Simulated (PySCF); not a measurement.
Species: C2H5BF2O (charge 0, singlet). SMILES: FB(F)OCC
Coordinates optimised at B3LYP-D3(BJ)/def2-TZVP (Ansatz):
```xyz
11

C     -2.1692    -0.4595     0.6482
C     -0.9372    -1.1809     0.1432
O      0.2590    -0.5035     0.5666
B      0.8685     0.4175    -0.1909
F      1.9553     1.0256     0.2649
F      0.4328     0.7602    -1.4053
H     -2.2434     0.5374     0.2107
H     -3.0665    -1.0184     0.3753
H     -2.1395    -0.3622     1.7340
H     -0.8720    -2.1847     0.5621
H     -0.9482    -1.2614    -0.9453
```

Dispersion corrections to the total energy (kcal/mol) from the dftd3 and dftd4 libraries through PySCF: D3(BJ) without and D4 with the three-body term, each with the damping fitted for the functional named.

```json
[
 {"functional": "BHLYP", "D3(BJ)": "-5.23", "D4": "?"},
 {"functional": "HSE06", "D3(BJ)": "-2.52", "D4": "-3.22"},
 {"functional": "B3LYP", "D3(BJ)": "-6.93", "D4": "-6.66"},
 {"functional": "B2PLYP", "D3(BJ)": "?", "D4": "-2.93"},
 {"functional": "LC-wPBE", "D3(BJ)": "?", "D4": "-4.60"},
 {"functional": "TPSSh", "D3(BJ)": "-4.65", "D4": "-5.16"},
 {"functional": "TPSS", "D3(BJ)": "-5.11", "D4": "-5.67"}
]
```

### Question
Complete the blanks.

### Answer

- BHLYP, D4: -4.55
- B2PLYP, D3(BJ): -3.10
- LC-wPBE, D3(BJ): -3.69
